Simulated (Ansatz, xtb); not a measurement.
**H4Si2Zn: which of two structures lies lower**

We compare a, a singlet given by its coordinates, with b, `[SiH][Zn][SiH3]`, a triplet. Both are isolated molecules in the gas phase, relaxed with B3LYP/6-31G*.

a (Å):

```yaml
atoms:
  - { symbol: Si, position_ang: [-1.4450, 0.2491, -0.5992] }
  - { symbol: Si, position_ang: [-1.3342, -1.9050, 0.5893] }
  - { symbol: Zn, position_ang: [0.1844, -1.3503, -1.0983] }
  - { symbol: H, position_ang: [-2.7402, 0.8880, -1.0016] }
  - { symbol: H, position_ang: [-0.7347, 1.2488, 0.2643] }
  - { symbol: H, position_ang: [-1.5797, -2.0326, 2.0628] }
  - { symbol: H, position_ang: [-2.3229, -2.8120, -0.0807] }
```

Close contacts (Å): Si1–Si2 2.46, Si1–Zn3 2.34, Si2–Zn3 2.34, Si1–H4 1.50, Si1–H5 1.50, Si2–H6 1.50, Si2–H7 1.50.

b (Å):

| atom | x (Å) | y (Å) | z (Å) |
| --- | --- | --- | --- |
| Si | -4.0437 | -0.7655 | -1.5990 |
| Si | -0.0492 | -0.5852 | 0.7838 |
| Zn | -2.0921 | -0.7645 | -0.3621 |
| H | -5.1936 | -1.7227 | -1.4515 |
| H | 0.2144 | 0.8135 | 1.2352 |
| H | -0.0225 | -1.4450 | 2.0040 |
| H | 1.1110 | -0.9956 | -0.0613 |

Task: Estimate which is lower in electronic energy at CCSD(T)/def2-TZVP, and by roughly how much.

Result: The CCSD(T)/def2-TZVP calculation puts structure a lower, by 4.7 kcal/mol.

How the difference moves with the method:

```tsv
level	geometry	E(b) − E(a) (kcal/mol)	departure from the last row (kcal/mol)	job, with rough time for the two
HF/STO-3G	GFN2-xTB	−201.6	−206.3	single point, 6.7 s
r2SCAN-D4/def2-SVP	GFN2-xTB	+1.5	−3.2	single point, 3.2 s
B3LYP/6-31G*	B3LYP/6-31G*	+5.1	+0.4	optimisation, 50 s
HF/def2-TZVP	B3LYP/6-31G*	−20.4	−25.1	part of the CCSD(T) run
MP2/def2-TZVP	B3LYP/6-31G*	+4.0	−0.7	part of the CCSD(T) run
CCSD(T)/def2-TZVP	B3LYP/6-31G*	+4.7		single point, 2.2 min
```

HF/STO-3G, HF/def2-TZVP put the two in the other order. The largest departure from CCSD(T)/def2-TZVP is that of HF/STO-3G, 206.3 kcal/mol. A small imaginary or near-zero mode remains, so no thermal terms are given. The triplet state of b needn't be its ground state.

Open shells are spin-unrestricted, with notable spin contamination under HF/STO-3G. The correlated steps freeze 15 core orbitals; the last core shell of Zn is correlated, in a basis made for valence electrons. Programs: Ansatz 0.2.0, xtb 6.7.1; the last row on 1 thread of AMD EPYC 9R45 96-Core Processor (Zen 5) on a shared host.
